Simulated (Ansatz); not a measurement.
Isolated molecules relaxed with PBE0-D4/def2-TZVP in Ansatz; ΔE leaves out vibrations. CCSD(T)/CBS adds triple-zeta CCSD(T) − MP2 to the extrapolated MP2 energy (def2 sets, frozen cores). DFT in def2-TZVPP. B3LYP here is the variant with VWN-RPA as its local correlation; programs differ in this. For Ge outer-core shells are correlated without core-valence functions, which leaves a few kJ/mol of doubt a bond. Scalar relativity is left out up to krypton. Each species was taken in one conformer, which may not be the lowest.

`C[SiH]1BS1` + `C[O][GeH]([OH])[Cl]` → `C[O][GeH]([Cl])[O]C` + `B1[SiH2]S1`  (substitution at a C–Si bond)

| level | ΔE (kJ/mol) | difference from CCSD(T)/CBS |
| --- | --- | --- |
| PBE-D4 | 99.0 | -1.3 |
| r2SCAN-D4 | 101.1 | 0.8 |
| PBE0-D4 | 101.1 | 0.8 |
| B3LYP-D4 | 93.4 | -6.9 |
| ωB97X-V | 94.5 | -5.8 |
| ωB97M-V | 99.8 | -0.5 |
| B2PLYP | 97.2 | -3.1 |
| PBE | 99.6 | -0.7 |
| r2SCAN | 101.5 | 1.2 |
| PBE0 | 101.7 | 1.4 |
| B3LYP | 94.3 | -6.0 |
| HF/def2-TZVPP | 88.0 | -12.3 |
| MP2/def2-TZVPP | 104.6 | 4.3 |
| SCS-MP2/def2-TZVPP | 97.0 | -3.3 |
| CCSD/def2-TZVPP | 96.2 | -4.1 |
| CCSD(T)/def2-TZVPP | 96.7 | -3.6 |
| HF/def2-QZVPP | 88.1 | -12.2 |
| MP2/def2-QZVPP | 106.7 | 6.4 |
| SCS-MP2/def2-QZVPP | 99.4 | -0.9 |
| HF/CBS(def2) | 88.1 | -12.2 |
| MP2/CBS(def2) | 108.2 | 7.9 |
| CCSD/CBS(def2) | 99.8 | -0.5 |
| CCSD(T)/CBS | 100.3 | 0 |

Largest T1 diagnostic among the species: 0.017.

In def2-TZVPP, CCSD(T) changes the Hartree–Fock value by +8.7 kJ/mol (the triples alone add +0.5 kJ/mol) and MP2 by +16.6 kJ/mol.
